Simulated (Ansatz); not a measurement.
cis-ZnCl2(NH3)4 (ZnN₄Cl₂H₁₂). Charge 0, multiplicity 1. Geometry PBE0-D4/def2-SVP; atoms count from 1.

```xyz
19

Cl   -1.070    1.403    2.012
Cl    2.111    1.602   -0.372
N     0.937   -0.938   -1.521
N    -1.642   -1.098    0.410
N    -0.927    1.729   -1.093
N     1.323   -0.585    1.718
Zn    0.092    0.265    0.145
H     1.718   -0.270   -1.599
H     0.453   -0.977   -2.416
H     1.319   -1.863   -1.336
H    -1.986   -0.504    1.178
H    -1.499   -2.040    0.769
H    -2.362   -1.149   -0.309
H    -0.106    2.294   -1.330
H    -1.426    2.212   -0.341
H    -1.532    1.646   -1.908
H     1.567   -1.541    1.966
H     0.856   -0.133    2.509
H     2.175   -0.053    1.520
```

Another isomer (singlet) lies 0.09 eV lower at PBE0-D4/def2-TZVP; other spin states weren't run for this one.

Estimate the Mulliken populations from the PBE0/def2-TZVP orbitals of Ansatz.


| atom | charge (e) | d electrons |
| --- | --- | --- |
| Cl1 | -0.59 | – |
| Cl2 | -0.59 | – |
| N3 | -0.61 | – |
| N4 | -0.61 | – |
| N5 | -0.61 | – |
| N6 | -0.61 | – |
| Zn7 | 0.47 | 10.17 |
| H8 | 0.27 | – |
| H9 | 0.25 | – |
| H10 | 0.25 | – |
| H11 | 0.27 | – |
| H12 | 0.25 | – |
| H13 | 0.25 | – |
| H14 | 0.28 | – |
| H15 | 0.28 | – |
| H16 | 0.24 | – |
| H17 | 0.24 | – |
| H18 | 0.28 | – |
| H19 | 0.28 | – |
Mulliken values and Mayer orders depend strongly on the basis.

And the Mayer bond orders between bonded heavy atoms (over 0.3)?

Cl1–Zn7 0.61 (2.48 Å); Cl2–Zn7 0.61 (2.48 Å); N3–Zn7 0.31 (2.22 Å); N4–Zn7 0.31 (2.22 Å); N5–Zn7 0.34 (2.17 Å); N6–Zn7 0.34 (2.17 Å).
